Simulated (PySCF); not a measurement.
Bond length, frequency and bond energy of HgB by level of theory

State: ²Π (doublet), unpaired electrons π ↑. Set-up: PySCF, scalar-relativistic core potentials, basis sets Hg cc-pVDZ-PP with ECP60, B cc-pVDZ. De refers to Hg + B in their high-spin ground configurations, without counterpoise correction. The functionals are run spin-unrestricted. A positive dipole means Hg(−)B(+). Levels whose curve was spin-contaminated or gave no clean fit are not listed.

| Level | Re (Å) | ωe (cm⁻¹) | De (eV) | μ (D) |
| --- | --- | --- | --- | --- |
| ROHF-MP2 | 2.369 | 167 | 0.115 | n/a |
| ROHF-CCSD(T) | 2.493 | 121 | 0.063 | n/a |
| PBE | 2.290 | 306 | 0.52 | -1.31 |
| PW91 | 2.290 | 305 | 0.54 | -1.28 |
| r²SCAN | 2.293 | 300 | 0.483 | -1.32 |
| B3LYP | 2.432 | 205 | 0.198 | -1.12 |
| PBE0 | 2.356 | 257 | 0.346 | -1.38 |
| HSE06 | 2.363 | 255 | 0.353 | -1.32 |
| M06-2X | 2.495 | 161 | 0.181 | -1.22 |

Which functional lies closest to ROHF-CCSD(T) in De, which farthest, and by how much do they differ from it?

Closest is M06-2X (+0.2 pm in Re, +33.1 % in ωe, +0.12 eV in De against ROHF-CCSD(T) in the same basis), farthest PW91 (-20.3 pm in Re, +152.1 % in ωe, +0.48 eV in De). CCSD(T) converges more slowly with the basis than the functionals do and binds too weakly in this one, so the order can change at the basis-set limit.

What does the step from GGA to meta-GGA do here, going from PBE to r²SCAN?

r²SCAN less PBE: +0.3 pm in Re, -2.0 % in ωe, -0.04 eV in De. 

Correlated steps freeze 1 core orbital. The bond is weak. Basis-set superposition, not corrected here, can be much of De in a small basis, most of all at correlated wavefunction levels. Functionals without a dispersion term scatter widely for such bonds, and LDA overbinds them. These are scalar-relativistic numbers at best; spin–orbit coupling would shift them, the dissociation energy most. The state was picked by a PBE0 search and need not be the measured ground state.

The whole job (state search and all levels along the bond) took about 3.9 min on 1 thread of Oxide Virtual Turin-like (shared host), peak memory 0.75 GiB.
